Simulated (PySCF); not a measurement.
Cl (chlorine, neutral) across methods

[Ne] 3s2 3p5, 2P determinant. All numbers are calculated (PySCF 2.14, the spin-free X2C one-electron Hamiltonian (Gaussian nucleus), in x2c-QZVPPall (9s6p4d2f1g, 70 functions)).

```csv
method,E (hartree),mean ε 3s β (eV),mean ε 3p α (eV),mean ε 3p β (eV),Σ⟨r²⟩ (bohr²),⟨S²⟩
r2SCANh,-461.5513,-21.341,-10.003,-8.989,27.43,0.756
r2SCAN0,-461.5495,-22.544,-10.850,-9.808,27.40,0.757
r2SCAN,-461.5526,-20.541,-9.439,-8.445,27.45,0.756
UHF,-460.90337,-27.777,-14.372,-13.064,27.55,0.760
PBE0,-461.4344,-22.220,-10.553,-9.576,27.47,0.754
wB97X,-461.5870,-25.012,-13.063,-12.106,27.45,0.753
MN15,-461.7158,-22.579,-11.247,-10.397,27.35,0.753
PBE,-461.4001,-20.001,-8.996,-8.101,27.64,0.753
```

Estimate the same row for LDA.

E (hartree) = -460.0755; mean ε 3s β (eV) = -20.132; mean ε 3p α (eV) = -9.075; mean ε 3p β (eV) = -8.179; Σ⟨r²⟩ (bohr²) = 27.73; ⟨S²⟩ = 0.752.
